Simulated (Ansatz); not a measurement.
A displaced shape of singlet ScF3:

```xyz
4

Sc   -0.0411    0.0284    0.0023
F     1.7847    0.0285   -0.0169
F    -0.9022    1.6266   -0.0077
F    -0.9060   -1.5912   -0.0480
```

It was optimised with HF/def2-SVP in Ansatz (development build ahead of 0.2.0) to forces under 0.001 eV/Å, with restricted orbitals. Each step stands on the lowest determinant of that kind that the program's search found.

Q: What shape does it relax to, and how does the optimisation go?

A:

```xyz
4

Sc   -0.0162    0.0231   -0.0176
F     1.8221    0.0255   -0.0104
F    -0.9375    1.6137   -0.0012
F    -0.9331   -1.5701   -0.0412
```

Bond lengths: Sc1–F2 1.838 Å, Sc1–F3 1.838 Å, Sc1–F4 1.838 Å. Angles: F2–Sc1–F3 120.0°, F2–Sc1–F4 120.0°, F3–Sc1–F4 120.0°.

| step | E − E(start) (eV) | largest force (eV/Å) |
| --- | --- | --- |
| 1 | 0.0000 | 0.5948 |
| 2 | -0.0145 | 0.1686 |
| 3 | -0.0164 | 0.0360 |
| 4 | -0.0165 | 0.0123 |
| 5 | -0.0165 | 0.0021 |
| 6 | -0.0165 | 0.0001 |

The optimisation ended after 6 steps with its threshold met.
